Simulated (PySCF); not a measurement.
Cartesian coordinates in Å; atom numbers follow the order of the lines, from 1:
```xyz
20

C    -1.3452    2.0142   -1.0488
C    -0.9506    1.5778    0.1388
Si   -0.7158   -0.2475    0.5864
O    -1.5494   -1.2496   -0.4026
C    -2.9294   -1.3238   -0.5896
Si    1.3904   -1.0527    0.1422
C     2.5582    0.1887    1.0229
N     3.8801    0.1290    0.7618
O     2.1012    1.0035    1.8091
H    -1.4429    3.0635   -1.2858
H    -1.5938    1.3320   -1.8479
H    -0.6941    2.3080    0.8962
H    -1.2302   -0.3817    1.9644
H    -3.3451   -0.3473   -0.8459
H    -3.1254   -2.0253   -1.4015
H    -3.4191   -1.6815    0.3191
H     1.8771   -1.1360   -1.2508
H     1.7599   -2.3702    0.6953
H     4.2504   -0.5492    0.1229
H     4.5187    0.7587    1.2255
```

Single conformer, gas phase, fast rotation and ring inversion assumed for equivalent nuclei, non-relativistic. Shieldings: GIAO PBE0/pcSseg-1; coordinates at the GFN2-xTB level; PySCF 2.14.0 with density-fitted response routines.

Shifts are taken against calculated references (same method and geometry level): 13C (σref 186.93) and 1H (σref 31.72) and 29Si (σref 349.16) against TMS; 17O (σref 336.08) against H2O; 15N (σref 267.73) vs NH3.

```csv
atoms,nucleus,count,δ (ppm)
H14/H15/H16,1H,3,3.72
Si3,29Si,1,?
O4,17O,1,-3.1
Si6,29Si,1,-82.5
H18,1H,1,?
H12,1H,1,6.56
H10,1H,1,6.55
C7,13C,1,185.7
C5,13C,1,?
H17,1H,1,4.32
O9,17O,1,513.3
H11,1H,1,6.19
H13,1H,1,?
H19/H20,1H,2,?
C2,13C,1,144.4
N8,15N,1,132.6
C1,13C,1,141.5
```

Question: Estimate the values marked ?.

Answer: 
- C5: 53.5 ppm, methyl carbon bonded to O; deshielded by the electronegative neighbour
- H13: 5.65 ppm, hydrogen on a silicon bonded to C, O, Si
- H19/H20: 5.17 ppm, hydrogen on an amide-type nitrogen; exchangeable, gas-phase position
- H18: 4.44 ppm, hydrogen on a silicon bonded to C, Si
- Si3: -13.8 ppm, silicon bonded to C, O, Si, H

OH/NH shifts are gas-phase values; hydrogen bonding in solution moves them, usually downfield. Shifts are as computed. Against solution values, carbons near 30 ppm lie about +3 ppm off and those near 130 ppm about +5 ppm. Of 1211 compounds with measured shifts, 218 miss one by over three times the rms of a fit or turn the order of signals round; such compounds aren't used in these exercises. Hydrogen bonding in solution shields acid and N–H amide carbonyl oxygens by tens of ppm. Hydrogen bonding in solution deshields acid and N–H amide carbonyl carbons by as much as 10 ppm beyond these values. Unscaled 17O shifts of doubly bonded oxygen tend to come out too high, by tens of ppm or more. Experimental scales use liquid or dissolved standards, which lie at an offset from isolated NH3 (liquid NH3: subtract about 20 ppm) and H2O (liquid H2O: subtract about 36 ppm).
